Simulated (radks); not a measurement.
Numerical settings for the hafnium ion Hf3+, [Xe] 4f14 5d1. Calculated with a radial shooting solver on a logarithmic mesh with Libxc functionals: Dirac Kohn-Sham, PBE, spin-unpolarised, spherical densities, point nucleus; open shells fill j = l - 1/2 first. The defaults (mesh step 0.008 in ln r, mesh end at 40 bohr or more with all orbitals vanishing there, Anderson mixing 0.5 over 9 steps, residual threshold near 1e-9 with the energy settled to 1e-9 hartree or 1e-11 of itself, here a cap of 66 iterations) give E = -15096.0852 hartree and 5d3/2 at -27.447 eV in 15 iterations. Run on one thread of a shared host, so times are rough (Arm Neoverse N1): 0.26 s of CPU time, 0.26 s wall, 15 iterations on 2501 mesh points. Changes against that run (0 stands for a change within the tolerance of the run):

setting                     iterations         converged  E (mhartree)  e(5d3/2) (meV)  CPU (s)
mesh step in ln r 0.05              15               yes      -0.00628        +0.00553     0.06
mesh step in ln r 0.003             15               yes             0               0     0.63
mesh step in ln r 0.12               4                no      diverged               -     0.02
mesh end (bohr) 2                   14  level above zero     +5.28e+03       +4.64e+04     0.17
mesh end (bohr) 400                 15               yes             0               0     0.26
residual threshold 0.1              11               yes             0         +0.0609     0.21
residual threshold 1e-05            11               yes             0         +0.0609     0.22
mixing 2.5                          16               yes             0               0     0.28
linear mixing, mixing 0.05          66                no        +0.505            -500     0.84
linear mixing, mixing 0.8           66                no     +1.54e+05       +2.72e+03        2
mixing history 20                   24               yes             0               0     0.33
iteration cap 5                      5                no         +7.71            +534     0.09

Settled on a wrong energy, with an occupied level pushed above zero by the early mesh end: mesh end (bohr) 2 (+5.28 hartree). Apart from these: no run marked as converged misses the energy by more than 1 mhartree. A mesh that ends early acts as a hard wall.
